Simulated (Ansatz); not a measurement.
tri-p-tolylsulfonium bromide (C21H21BrS), relaxed as a singlet with RKS PBE-D4/def2-SVP in Ansatz, starting from the GFN2-xTB geometry. Force threshold 0.03 eV/Å.

Single mean-field runs in def2-SVP are fitted with def2-universal-jkfit.

Start:

```xyz
44

C     2.6730    4.6690   -2.0251
C     1.7513    3.5083   -1.8177
C     0.4021    3.7008   -1.5501
C    -0.4478    2.6220   -1.3817
C     0.0549    1.3343   -1.4817
S    -1.1354   -0.0034   -1.3469
C    -1.5408    0.2349    0.4507
C    -2.6303   -0.5066    0.8811
C    -3.0431   -0.4414    2.1970
C    -2.3809    0.3771    3.1072
C    -2.8301    0.4360    4.5348
C    -1.2986    1.1224    2.6613
C    -0.8754    1.0537    1.3435
C    -0.2035   -1.4952   -0.9600
C     0.8490   -1.4824   -0.0603
C     1.5184   -2.6610    0.2122
C     1.1353   -3.8591   -0.3816
C     1.8919   -5.1191   -0.0984
C     0.0512   -3.8536   -1.2508
C    -0.6172   -2.6798   -1.5442
C     1.3918    1.1198   -1.7683
C     2.2306    2.2060   -1.9248
H     3.6180    4.5077   -1.5100
H     2.8883    4.7821   -3.0877
H     2.2254    5.5919   -1.6653
H     0.0074    4.7039   -1.4804
H    -1.4977    2.7752   -1.1804
H    -3.1483   -1.1389    0.1734
H    -3.8899   -1.0269    2.5237
H    -3.8976    0.6427    4.5912
H    -2.6511   -0.5219    5.0226
H    -2.2934    1.2064    5.0824
H    -0.7747    1.7688    3.3514
H    -0.0296    1.6477    1.0278
H     1.1505   -0.5654    0.4221
H     2.3534   -2.6490    0.8979
H     1.3731   -5.9844   -0.5026
H     2.0302   -5.2550    0.9728
H     2.8793   -5.0669   -0.5571
H    -0.2691   -4.7746   -1.7144
H    -1.4393   -2.6785   -2.2422
H     1.7712    0.1188   -1.9004
H     3.2729    2.0386   -2.1530
Br   -0.6257   -0.4052   -3.8680
```

```tsv
step	energy (eV)	largest force component (eV/Å)	SCF passes
1	-102930.0958	0.752	22
2	-102930.5203	0.203	22
3	-102930.5566	0.100	20
4	-102930.5616	0.065	21
5	-102930.5660	0.053	21
6	-102930.5697	0.060	20
7	-102930.5714	0.060	21
8	-102930.5732	0.056	21
9	-102930.5745	0.056	21
10	-102930.5754	0.069	20
11	-102930.5770	0.057	20
12	-102930.5786	0.035	20
13	-102930.5803	0.041	20
14	-102930.5813	0.081	19
15	-102930.5823	0.059	21
16	-102930.5845	0.025	20
17	-102930.5851	0.091	20
18	-102930.5867	0.037	21
19	-102930.5876	0.014	20
20	-102930.5892	0.031	20
21 (rejected)	-102930.5889	0.103	21
22	-102930.5902	0.027	21
23	-102930.5911	0.053	20
24	-102930.5916	0.038	20
25	-102930.5924	0.031	21
26 (rejected)	-102930.5924	0.047	20
27	-102930.5932	0.017	20
```

Force components are those of the run's own axes.

End:

```xyz
44

C     2.6133    4.6091   -2.0874
C     1.6987    3.4399   -1.8284
C     0.3130    3.5329   -2.0869
C    -0.5376    2.4398   -1.8998
C     0.0023    1.2350   -1.4224
S    -1.1801   -0.0905   -1.1232
C    -1.5051    0.2116    0.6854
C    -2.5208   -0.5888    1.2394
C    -2.9273   -0.3797    2.5603
C    -2.3546    0.6444    3.3481
C    -2.8175    0.8717    4.7642
C    -1.3576    1.4471    2.7630
C    -0.9298    1.2424    1.4402
C    -0.1995   -1.6140   -0.9358
C     0.5042   -1.8818    0.2521
C     1.2188   -3.0811    0.3657
C     1.2318   -4.0295   -0.6782
C     2.0259   -5.3041   -0.5580
C     0.4976   -3.7377   -1.8460
C    -0.2131   -2.5394   -1.9900
C     1.3679    1.1060   -1.1498
C     2.2060    2.2115   -1.3627
H     3.5049    4.5869   -1.4292
H     2.9809    4.5954   -3.1370
H     2.0934    5.5766   -1.9382
H    -0.1067    4.4796   -2.4622
H    -1.6063    2.5062   -2.1486
H    -2.9866   -1.3851    0.6363
H    -3.7135   -1.0205    2.9908
H    -3.8825    1.1848    4.7920
H    -2.7422   -0.0570    5.3670
H    -2.2223    1.6566    5.2690
H    -0.8986    2.2552    3.3547
H    -0.1458    1.8819    1.0110
H     0.4885   -1.1711    1.0902
H     1.7770   -3.2841    1.2933
H     1.5520   -6.1343   -1.1180
H     2.1445   -5.6170    0.4980
H     3.0469   -5.1714   -0.9774
H     0.4796   -4.4665   -2.6721
H    -0.7501   -2.2785   -2.9210
H     1.7841    0.1548   -0.7895
H     3.2844    2.1098   -1.1626
Br   -1.2179   -0.1472   -3.9961
```

Bonds lost: S6–Br44 (atoms count from 1).

The force fell under the threshold at step 16, but the optimiser went on and released 0.009 eV more. No frequencies were taken in this run, so the end may be a saddle point.

It took 76 s on 2 threads of AMD EPYC 7R13 on a shared host and a share (18 GiB) of an NVIDIA H100 80GB HBM3.
